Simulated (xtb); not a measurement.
H$_{3}$ClSi (SMILES [SiH3]Cl), singlet, from a rough starting geometry.

Here is a job for xtb.
```
$ xtb mol.xyz --gfn 2 --opt vtight --json

# file mol.xyz
5

Si    -0.15866213     0.03453138    -0.05239997
Cl     1.83668165     0.10713321     0.12904529
H     -0.42815675    -1.04740020    -0.99718743
H     -0.63434266     1.37332746    -0.34274419
H     -0.62710768    -0.35825249     1.31654525
```

Question: Estimate the dipole moment that GFN2-xTB (xtb) returns for this input.

Answer: 1.66 D

Question: Predict the HOMO-LUMO gap from GFN2-xTB.

Answer: 6.09 eV

Question: What total energy at the end of the optimisation does GFN2-xTB give?

Answer: -7.8565 Eh
